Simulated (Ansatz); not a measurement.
Mulliken charges of CH3BS2 (`S=CBS`) from r2SCAN/def2-TZVPP in Ansatz (PBE0-D4/def2-TZVP geometry).

| atom | x (Å) | y (Å) | z (Å) | charge (e) |
| --- | --- | --- | --- | --- |
| S1 | -1.618 | 1.966 | 0.397 | -0.121 |
| C2 | -0.645 | 0.941 | -0.387 | -0.079 |
| B3 | 0.114 | -0.210 | 0.338 | 0.059 |
| S4 | 1.089 | -1.292 | -0.679 | -0.089 |
| H5 | -0.530 | 1.067 | -1.468 | 0.090 |
| H6 | 0.043 | -0.364 | 1.515 | 0.028 |
| H7 | 1.547 | -2.108 | 0.285 | 0.112 |

Q: By hand: the dipole of these point charges (1 e Å = 4.8032 D).

A: Σ q r = (0.283, -0.360, 0.005) e Å, of length 0.458 e Å = 2.20 D.

Q: How does the dipole of the full density compare? (Best estimate.)

A: Computed: (0.283, -0.342, -0.065) e Å, 2.15 D; the point charges give 1.02 times that, at 9° from its direction.

Point charges leave out the atoms' own dipoles, such as those of lone pairs, and Mulliken's split depends on the basis, so the close match here is no proof of good charges.
